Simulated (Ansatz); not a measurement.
Steps of a relaxation of C₂H₇BFN, SMILES `CC(N)BF` with RKS PBE-D4/def2-SVP.

```sh
$ ansatz run in.yaml --threads 4 --pin off --events-out ev --progress --plain --max-ram 10444MiB
```

```yaml
crystal:
  periodic: [false, false, false]
  atoms:
    - {symbol: C, position_ang: [-1.070100, 0.679200, -0.123600]}
    - {symbol: C, position_ang: [-0.009900, -0.330100, -0.168700]}
    - {symbol: N, position_ang: [0.131500, -0.922300, 1.143100]}
    - {symbol: B, position_ang: [1.441900, 0.351600, -0.645100]}
    - {symbol: F, position_ang: [1.975400, 1.387500, 0.122800]}
    - {symbol: H, position_ang: [-1.247100, 1.201800, -1.139800]}
    - {symbol: H, position_ang: [-2.054300, 0.249600, 0.151500]}
    - {symbol: H, position_ang: [-0.848700, 1.537300, 0.598900]}
    - {symbol: H, position_ang: [-0.278000, -1.101400, -0.858400]}
    - {symbol: H, position_ang: [0.863300, -1.700300, 1.107400]}
    - {symbol: H, position_ang: [-0.747400, -1.377000, 1.453800]}
    - {symbol: H, position_ang: [1.920400, -0.031000, -1.607800]}
basis:
  gaussian: {orbitals: def2-SVP}
hamiltonian: {xc: pbe, dispersion: d4}
relax: {f_tol: 0.03, max_steps: 200}
```

Positions (Å) and forces (eV/Å) along the path, 10 of 20 steps:

```xyz
12
step=1 energy=-7058.0566 eV
C    -1.070    0.679   -0.124   -1.377    3.066   -0.832
C    -0.010   -0.330   -0.169    2.523    0.338    0.425
N     0.132   -0.922    1.143    1.412   -1.295    1.221
B     1.442    0.352   -0.645   -1.979    1.403    3.362
F     1.975    1.387    0.123   -0.714   -1.806   -1.472
H    -1.247    1.202   -1.140    0.208   -0.646    0.958
H    -2.054    0.250    0.151   -0.100   -0.077    0.127
H    -0.849    1.537    0.599   -0.132   -0.871   -0.445
H    -0.278   -1.101   -0.858   -0.355   -0.908   -1.622
H     0.863   -1.700    1.107   -1.098    0.972    0.172
H    -0.747   -1.377    1.454    0.222    0.108   -0.198
H     1.920   -0.031   -1.608    1.390   -0.283   -1.698
12
step=2 energy=-7058.5117 eV
C    -1.085    0.707   -0.140   -0.752    1.158   -0.216
C    -0.010   -0.341   -0.171    1.263   -0.046   -0.140
N     0.173   -0.914    1.167    0.364   -0.352    0.270
B     1.379    0.343   -0.653   -0.432    0.271    1.655
F     1.928    1.287    0.159   -0.342   -0.689   -0.868
H    -1.250    1.200   -1.138    0.121   -0.253    0.350
H    -2.070    0.280    0.151   -0.013   -0.057    0.035
H    -0.855    1.522    0.593    0.001   -0.287   -0.167
H    -0.272   -1.101   -0.929   -0.234   -0.292   -0.393
H     0.864   -1.691    1.139   -0.302    0.347    0.004
H    -0.703   -1.353    1.491    0.019    0.068   -0.081
H     1.979    0.006   -1.637    0.307    0.133   -0.450
12
step=4 energy=-7058.5955 eV
C    -1.081    0.717   -0.145   -0.186    0.129    0.017
C     0.007   -0.361   -0.172    0.197   -0.178   -0.026
N     0.178   -0.918    1.181   -0.085    0.015    0.003
B     1.364    0.325   -0.630    0.236    0.295    0.186
F     1.907    1.277    0.147   -0.156   -0.306   -0.227
H    -1.229    1.190   -1.137    0.013    0.004   -0.037
H    -2.063    0.285    0.152    0.038   -0.025   -0.008
H    -0.834    1.511    0.588    0.030    0.000    0.009
H    -0.284   -1.121   -0.945   -0.024    0.005    0.039
H     0.845   -1.699    1.163    0.044   -0.019   -0.009
H    -0.710   -1.336    1.496   -0.001    0.036   -0.011
H     1.977    0.074   -1.665   -0.104    0.043    0.065
12
step=8 energy=-7058.6763 eV
C    -1.054    0.694   -0.209    0.015   -0.013   -0.056
C     0.041   -0.398   -0.126    0.004    0.039    0.171
N     0.131   -0.886    1.251   -0.026    0.013   -0.068
B     1.334    0.353   -0.616    0.033   -0.014   -0.195
F     2.192    0.882    0.256    0.054   -0.025   -0.040
H    -1.134    1.122   -1.230   -0.030   -0.007    0.034
H    -2.046    0.268    0.054    0.008    0.011   -0.013
H    -0.840    1.512    0.510   -0.021   -0.029   -0.020
H    -0.217   -1.178   -0.890   -0.032   -0.023   -0.030
H     0.856   -1.611    1.329   -0.017    0.024    0.017
H    -0.753   -1.341    1.517    0.016   -0.023    0.014
H     1.566    0.528   -1.813   -0.003    0.048    0.188
12
step=10 energy=-7058.6927 eV
C    -1.089    0.694   -0.238   -0.092   -0.038    0.048
C     0.028   -0.371   -0.110   -0.051    0.237   -0.059
N     0.100   -0.842    1.266    0.071   -0.271    0.122
B     1.339    0.347   -0.606    0.656   -0.138    0.381
F     2.375    0.557    0.245   -0.627   -0.077   -0.576
H    -1.173    1.100   -1.266    0.025   -0.008   -0.029
H    -2.075    0.253    0.024    0.004   -0.002    0.004
H    -0.909    1.531    0.467   -0.001   -0.008   -0.013
H    -0.209   -1.164   -0.876    0.060    0.013   -0.014
H     0.925   -1.448    1.402   -0.176    0.126   -0.011
H    -0.722   -1.422    1.497    0.140    0.114   -0.050
H     1.487    0.710   -1.771   -0.008    0.051    0.197
12
step=12 energy=-7058.7112 eV
C    -1.094    0.689   -0.240   -0.027   -0.061    0.003
C     0.032   -0.364   -0.106   -0.049    0.115    0.027
N     0.105   -0.838    1.273   -0.005   -0.044   -0.003
B     1.349    0.339   -0.603   -0.001    0.008   -0.111
F     2.389    0.512    0.213    0.082   -0.022    0.047
H    -1.172    1.083   -1.274    0.006   -0.005    0.012
H    -2.077    0.242    0.022    0.003    0.008    0.004
H    -0.920    1.535    0.456   -0.010    0.001   -0.004
H    -0.196   -1.159   -0.870    0.024   -0.025   -0.034
H     0.914   -1.459    1.405   -0.026    0.031   -0.007
H    -0.726   -1.399    1.505    0.031    0.026   -0.007
H     1.473    0.765   -1.746   -0.029   -0.031    0.071
12
step=14 energy=-7058.7226 eV
C    -1.130    0.681   -0.251    0.071   -0.049    0.007
C     0.031   -0.326   -0.095   -0.006    0.088    0.104
N     0.107   -0.803    1.283   -0.033   -0.009    0.001
B     1.370    0.337   -0.593    0.205   -0.071    0.170
F     2.483    0.287    0.162   -0.335    0.019   -0.288
H    -1.198    1.063   -1.289   -0.018    0.009   -0.010
H    -2.103    0.207   -0.001    0.006   -0.008    0.001
H    -0.992    1.539    0.437   -0.017    0.003    0.005
H    -0.160   -1.137   -0.861    0.038   -0.002   -0.043
H     0.932   -1.398    1.420    0.000    0.017   -0.002
H    -0.710   -1.383    1.511    0.007    0.001   -0.005
H     1.448    0.878   -1.688    0.083    0.001    0.061
12
step=15 energy=-7058.7153 eV rejected
C    -1.145    0.686   -0.244   -0.296    0.024   -0.033
C     0.024   -0.284   -0.062    0.335   -0.027   -0.166
N     0.084   -0.785    1.307    0.014    0.050   -0.213
B     1.369    0.310   -0.606    0.095    0.335    0.205
F     2.497    0.169    0.098    0.088   -0.104   -0.036
H    -1.213    1.075   -1.282    0.034   -0.046    0.058
H    -2.105    0.174   -0.016   -0.021    0.070   -0.024
H    -1.060    1.548    0.452    0.043   -0.089   -0.037
H    -0.077   -1.087   -0.868   -0.224   -0.052    0.112
H     0.939   -1.335    1.446    0.021   -0.019    0.062
H    -0.706   -1.416    1.493   -0.009   -0.016    0.018
H     1.470    0.890   -1.683   -0.080   -0.125    0.054
12
step=19 energy=-7058.7342 eV
C    -1.161    0.677   -0.256    0.000    0.005    0.003
C     0.028   -0.278   -0.069   -0.012   -0.008   -0.004
N     0.092   -0.768    1.302    0.007   -0.010    0.002
B     1.381    0.324   -0.592    0.039   -0.003    0.026
F     2.524    0.063    0.055   -0.037    0.006   -0.024
H    -1.214    1.066   -1.293    0.002   -0.001    0.002
H    -2.122    0.166   -0.039    0.003    0.000    0.001
H    -1.078    1.534    0.442   -0.003    0.001   -0.002
H    -0.106   -1.096   -0.850    0.005   -0.001   -0.001
H     0.955   -1.301    1.462   -0.010    0.007   -0.001
H    -0.689   -1.407    1.501    0.009    0.009   -0.006
H     1.467    0.965   -1.629   -0.004   -0.005    0.005
12
step=20 energy=-7058.7342 eV
C    -1.161    0.677   -0.256    0.004   -0.006   -0.002
C     0.028   -0.278   -0.068   -0.004    0.009    0.007
N     0.091   -0.767    1.303   -0.002   -0.003    0.001
B     1.381    0.325   -0.590   -0.004   -0.021   -0.024
F     2.525    0.058    0.051    0.003    0.004    0.009
H    -1.213    1.065   -1.293    0.000    0.000    0.000
H    -2.123    0.165   -0.040   -0.002    0.000    0.001
H    -1.080    1.535    0.441    0.001    0.000    0.000
H    -0.104   -1.096   -0.850    0.004    0.007    0.000
H     0.955   -1.299    1.463    0.000    0.001   -0.001
H    -0.688   -1.407    1.500    0.000    0.001    0.002
H     1.465    0.966   -1.627    0.001    0.008    0.006
```

Run time 23 s (4 threads of an Arm Neoverse V1 on a shared host); peak host memory 0.14 GiB.
